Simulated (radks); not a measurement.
Results of a calculation; reference values are marked as such.
Successive ionisation energies (eV) of one element, from differences of total energies of ions in their ground configurations, starting at charge 0: 9.805, 19.806, 31.657, 44.591, 58.395, 77.183, 93.066, 109.57, 126.62, 144.13, 224.90, 246.25, 267.76, 294.18, 316.79, 339.48, 418.19, 458.72, 479.76, 508.99, 564.43, 608.74. Level of theory: scalar-relativistic Kohn-Sham, LDA (Slater exchange, VWN5 correlation), spin-polarised, spherical densities, finite nucleus; open shells are filled with parallel spins first (spin-orbit coupling, left out, can overturn this in heavy ions); Fermi nuclear charge, rms radius 5.427 fm (a radial shooting solver on a logarithmic mesh with Libxc functionals). Which element is it?

Answer. Platinum (Z = 78). The first species listed is Pt in [Xe] 4f14 5d9 6s1, the last Pt21+ in [Kr] 4d10 4f11.
